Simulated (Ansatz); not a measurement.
The input (input.yaml):

```yaml
crystal:
  periodic: [false, false, false]
  atoms:
    - { symbol: B, position_ang: [-0.020897, -0.232696, 0.158452] }
    - { symbol: O, position_ang: [-0.306185, -0.593162, 1.447964] }
    - { symbol: H, position_ang: [-1.223424, -0.747996, 1.616562] }
    - { symbol: F, position_ang: [1.220812, -0.049531, -0.194001] }
    - { symbol: F, position_ang: [-0.961206, -0.168443, -0.751083] }
    - { symbol: S, position_ang: [-0.079947, 2.623263, 1.360334] }
    - { symbol: H, position_ang: [1.233023, 2.702503, 1.125657] }
    - { symbol: H, position_ang: [0.030123, 1.494361, 2.126815] }
basis:
  gaussian: { orbitals: def2-SVP }
hamiltonian:
  xc: hf
relax:
  f_tol: 0.03
  max_steps: 50
```

Launched with:

```bash
$ ansatz run input.yaml --threads 1 --pin off --max-ram 2048MiB --backend cpu --events-out ev --progress --plain --runs-dir out
```

Hardware: 1 thread of Arm Neoverse V2, on a shared host.

Problem. Roughly how long does this run take, and how much memory?

Solution. 53 s, with a peak of 0.16 GiB, for 34 ionic steps.
